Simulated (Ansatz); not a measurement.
Reaction (atomization): `C[N](C)[GeH]([OH])[N](C)C` → 4 C• + Ge• + 14 H• + 2 N• + O•

Computed with Ansatz on PBE0-D4/def2-TZVP structures; ΔE is electronic, products minus reactants. CBS: MP2 limit from def2 TZ/QZ plus the TZ coupled-cluster correction, frozen cores. This one scheme is used for every species, atoms too. Functionals use def2-TZVPP. HSE06 is defined as in plane-wave codes. No spin–orbit coupling; open shells (•) take unrestricted orbitals. Spin–orbit coupling would lower the free atoms: a little for C, O; clearly for Ge. For Ge outer-core shells are correlated without core-valence functions, so the limit isn't a true one: a few kJ/mol of doubt a bond, and 10 to 20 or more in all where bonds break to atoms. Scalar relativity is left out up to krypton. One conformer a species, not always the lowest.

(1) What is ΔE at CCSD(T)/CBS? (An estimate is asked.)

(2) What do these levels give: PBE0-D4, r2SCAN0-D4, PBE-QIDH, r2SCANh, HSE06, CAM-B3LYP, LC-ωPBE, MP2/def2-SVP, SCS-MP2/def2-TZVPP, HF/def2-QZVPP, MP2/def2-QZVPP, HF/CBS(def2)? (Estimate.)

Largest T1 diagnostic among the species: 0.011.

## Answers

(1) The calculation gave: +8139.7 kJ/mol.

(2) Computed: PBE0-D4 8140.9, r2SCAN0-D4 8007.4, PBE-QIDH 8073.8, r2SCANh 8056.3, HSE06 8102.5, CAM-B3LYP 8131.8, LC-ωPBE 8098.2, MP2/def2-SVP 7762.2, SCS-MP2/def2-TZVPP 8027.3, HF/def2-QZVPP 5796.0, MP2/def2-QZVPP 8148.8, HF/CBS(def2) 5797.5 kJ/mol.

Leaving LDA and LC-ωPBE aside and taking each functional with its dispersion term where it has one, the values, not all of them listed here, spread over 374.8 kJ/mol, from BHLYP-D4 to PBE-D4. LDA lies +1098.9 kJ/mol from PBE without D4, its usual overbinding. From PBE to PBE0 (25 % exact exchange), in def2-TZVPP and without D4, ΔE moves by −132.2 kJ/mol: exact exchange takes away binding that semilocal exchange gives to molecules. The D4 term adds +85.7 kJ/mol with B3LYP and +46.5 kJ/mol with PBE0; it sums over pairs of atoms, weighted by their polarisabilities, and B3LYP, whose exchange is more repulsive, gets the larger term.

B3LYP here is the variant with VWN-RPA as its local correlation; programs differ in this.

For atomizations the MP2-based limit and the directly extrapolated one differ by several kJ/mol either way, and by 10 to 25 for some Ge, Se and Sn compounds, so smaller differences from it don't rank the levels.
